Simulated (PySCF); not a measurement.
Species: C5H15NOSi.
SMILES: `[C@@H](CC)([Si@H](NC)O)C`

Torsions of this conformer, `[CH3:1][CH2:2][C@@H:3]([CH3:4])[Si@@H:5]([OH:6])[NH:7][CH3:8]`: C1–C2–C3–C4 64°, C2–C3–Si5–O6 -60°, C3–Si5–N7–C8 -176°, H–O6–Si5–C3 68°.

The closed-shell ground state was solved at several levels (PySCF, density fitting, gas phase, non-relativistic). Isolated species at its PBE0-D3(BJ)/def2-SVP geometry (one conformer only).

```
            level  basis functions  HOMO (eV)  LUMO (eV)  gap (eV)  dipole (D)
    PBE0/pcSseg-1              218      -6.73       0.95      7.68        2.23
mPW1PW91/pcSseg-1              218      -6.76       0.95      7.71        2.23
```

Question: What might B3LYP/def2-SVPD (287 basis functions) give for the same quantities?

Answer: HOMO -6.56 eV, LUMO 0.06 eV, gap 6.62 eV, dipole 2.18 D.

Question: Over all these levels, which gives the widest orbital gap and which the narrowest?

Answer: mPW1PW91/pcSseg-1 (global hybrid, 25 % exact exchange) has the widest, 7.71 eV, and B3LYP/def2-SVPD (global hybrid, 20 % exact exchange) the narrowest, 6.62 eV. Functional and basis both differ between the two, so the spread mixes both effects.

Question: How far do the dipole and the HOMO energy spread over the levels?

Answer: The dipole runs from 2.18 to 2.23 D (mean 2.21 D) and the HOMO from -6.76 to -6.56 eV.
